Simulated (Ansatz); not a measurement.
Reaction (formal exchange of groups at the Si–O bond): `O[SiH2]C(O)O` + SiH₄ → `OC(O)[SiH2][SiH3]` + H₂O

Isolated molecules relaxed with PBE0-D4/def2-TZVP in Ansatz; ΔE leaves out vibrations. CBS: MP2 limit from def2 TZ/QZ plus the TZ coupled-cluster correction, frozen cores. This one scheme is used for every species. Each species was taken in one conformer, which may not be the lowest.

`O[SiH2]C(O)O`:

```xyz
11

O    -0.364   -1.879   -0.393
Si    0.486   -0.572   -0.944
C     0.211    0.813    0.331
O    -1.157    1.148    0.229
O     0.547    0.379    1.626
H    -1.319   -1.789   -0.406
H     0.039   -0.140   -2.295
H     1.909   -0.982   -0.960
H     0.842    1.694    0.160
H    -1.350    1.822    0.891
H     0.157   -0.493    1.761
```

SiH₄:

Z-matrix (Å, degrees):
```
Si
H 1 1.485
H 1 1.485 2 109.5
H 1 1.485 2 109.5 3 -120.0
H 1 1.485 2 109.5 3 120.0
```

`OC(O)[SiH2][SiH3]`:

Z-matrix (Å, degrees):
```
C
O 1 1.402
Si 1 1.916 2 107.8
O 1 1.409 2 112.1 3 123.5
H 1 1.098 2 111.0 3 -120.7
H 2 0.964 1 108.3 3 174.9
Si 3 2.339 1 109.0 2 -178.2
H 3 1.488 1 110.7 2 -55.8
H 3 1.491 1 106.8 2 63.0
H 4 0.963 1 108.1 2 -62.7
H 7 1.487 3 110.6 1 -65.1
H 7 1.488 3 110.3 1 174.7
H 7 1.488 3 110.1 1 55.1
```

H₂O:

Z-matrix (Å, degrees):
```
O
H 1 0.960
H 1 0.960 2 105.1
```

```tsv
level	ΔE (kJ/mol)
SCS-MP2/def2-TZVPP	106.4
MP2/CBS(def2)	98.2
```

What does CCSD(T)/CBS give? (Best estimate.)

Computed: +91.8 kJ/mol. The listed levels differ from it by 14.6, 6.4 kJ/mol.

Largest T1 diagnostic among the species: 0.013.

From PBE to PBE0 (25 % exact exchange), in def2-TZVPP and without D4, ΔE moves by +5.5 kJ/mol. The D4 term adds −5.0 kJ/mol with B3LYP and −3.1 kJ/mol with PBE0; it sums over pairs of atoms, weighted by their polarisabilities, and B3LYP, whose exchange is more repulsive, gets the larger term. In def2-TZVPP, CCSD(T) changes the Hartree–Fock value by −25.1 kJ/mol (the triples alone add −3.2 kJ/mol) and MP2 by −18.7 kJ/mol.

B3LYP here is the variant with VWN-RPA as its local correlation; programs differ in this.
